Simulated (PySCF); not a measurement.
**Magnesium: a sound run and one with changed settings**

Sound run: Mg²⁺ [Ne], Mg³⁺ [He] 2s2 2p5. Calculation: PySCF 2.14, in 6-31G* (4s3p1d, 18 functions); the non-relativistic Hamiltonian (point nucleus). In the sound run the correlated levels freeze [He] 2s2. The sound run starts from symmetry-adapted Hartree-Fock orbitals and uses a fine grid where one is needed.

Changed run: basis STO-3G. This setting is unsound on purpose.

```tsv
species	method	sound run (hartree)	changed run (hartree)	converged
Mg²⁺	UHF	-198.81171	-196.51193	yes
Mg²⁺	r2SCAN	-199.19885	-196.85024	yes
Mg²⁺	M06-2X	-199.19459	-196.88725	yes
Mg²⁺	MP2	-198.81353	-196.52354	yes
Mg²⁺	CCSD(T)	-198.81351	-196.52413	yes
Mg³⁺	UHF	-195.83652	-193.66671	yes
Mg³⁺	r2SCAN	-196.16361	-193.94775	yes
Mg³⁺	M06-2X	-196.16600	-193.98326	yes
Mg³⁺	MP2	-195.83694	-193.66971	yes
Mg³⁺	CCSD(T)	-195.83696	-193.66995	yes
```

Ionisation energy of Mg²⁺:

```csv
method,sound run (eV),changed run (eV)
UHF,80.959,77.423
r2SCAN,82.593,78.981
M06-2X,82.412,79.022
MP2,80.997,77.657
SCS-MP2,80.995,77.643
CCSD,80.995,77.657
CCSD(T),80.996,77.666
```

A minimal basis cannot let orbitals breathe on ionisation and holds almost no correlation.

For comparison, NIST gives 80.144 eV between the lowest levels.
